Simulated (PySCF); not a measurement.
Several molecules and their computed UV-vis stick spectra, shuffled. Computed, not measured: TDDFT PBE0/def2-SVPD, vertical, gas phase, core orbitals frozen in the response in PySCF 2.14.0, density-fitted response routines. Geometries: GFN2-xTB; one conformer of each isolated species. Triplets are in the Tamm–Dancoff approximation. Ions are computed without counter-ions or solvent.

A. `Cn1cncn1`
B. `[H]/P=P\COC`
C. `C=CC[Si](P)(P)Cl`
D. `C[C@H]1[C@@H](C1)[NH2+]C`
E. `C/C(Cl)=C\Cl`

Lowest singlet levels (six at most, fewer where fewer were computed) with oscillator strengths:

1. 382 nm (f 0.003); 326 nm (f 0.002); 280 nm (f 0.065); 273 nm (f 0.050); 201 nm (f 0.002); 196 nm (f 0.009); T1 2.10 eV
2. 167 nm (f 0.006); 160 nm (f 0.002); 151 nm (f 0.010); 145 nm (f 0.005); 139 nm (f 0.011); 138 nm (f 0.007); T1 7.34 eV
3. 210 nm (f 0.083); 209 nm (f 0.016); 208 nm (f 0.017); 202 nm (f 0.112); 200 nm (f 0.083); 193 nm (f 0.044); T1 4.16 eV
4. 200 nm (f 0.005); 178 nm (f 0.109); 172 nm (f 0.002); 170 nm (f 0.001); 167 nm (f 0.044); 164 nm (f 0.012); T1 4.89 eV
5. 214 nm (f 0.000); 197 nm (f 0.332); 184 nm (f 0.007); 178 nm (f 0.008); 175 nm (f 0.000); 167 nm (f 0.000); T1 3.92 eV

Question: Match each spectrum to its molecule.

Answer: 1 = B, 2 = D, 3 = C, 4 = A, 5 = E.
- A: S1 at 6.21 eV, HOMO-1→LUMO (99%); Löwdin shares by element: HOMO nitrogen 44% or more, carbon 42% or more; LUMO nitrogen 51%, carbon 25% or more (atoms not listed hold the other 25%); HOMO -7.73 and LUMO 0.04 eV.
- B: S1 at 3.24 eV, HOMO→LUMO (90%), HOMO-1→LUMO (9%); Löwdin shares by element: HOMO phosphorus 54%, oxygen 22%, carbon 10% or more; LUMO phosphorus 85%, carbon 6% or more, hydrogen 5% or more; HOMO -7.23 and LUMO -2.65 eV.
- C: S1 at 5.91 eV, HOMO→LUMO (45%), HOMO→LUMO+2 (25%), HOMO-1→LUMO (13%); Löwdin shares by element: HOMO carbon 54%, phosphorus 18% or more (atoms not listed hold the other 28%); LUMO carbon 41% or more, phosphorus 18% or more, silicon 9% (atoms not listed hold the other 31%); HOMO -7.14 and LUMO -0.40 eV.
- D: S1 at 7.41 eV, HOMO→LUMO (98%); Löwdin shares by element: HOMO carbon 75% or more (atoms not listed hold the other 25%); LUMO hydrogen 40% or more, nitrogen 17%, carbon 12% or more (atoms not listed hold the other 31%); HOMO -12.86 and LUMO -4.36 eV.
- E: S1 at 5.81 eV, HOMO→LUMO+1 (98%); Löwdin shares by element: HOMO carbon 48% or more, chlorine 45%; LUMO carbon 64% or more, chlorine 19% (atoms not listed hold the other 17%); HOMO -7.22 and LUMO -0.44 eV; point group Cs, 3 of its 6 listed states under f = 0.0005.
C and E have S1 within 0.11 eV of each other; their strongest listed levels stand at 6.14 eV (f 0.112) and 6.28 eV (f 0.332).
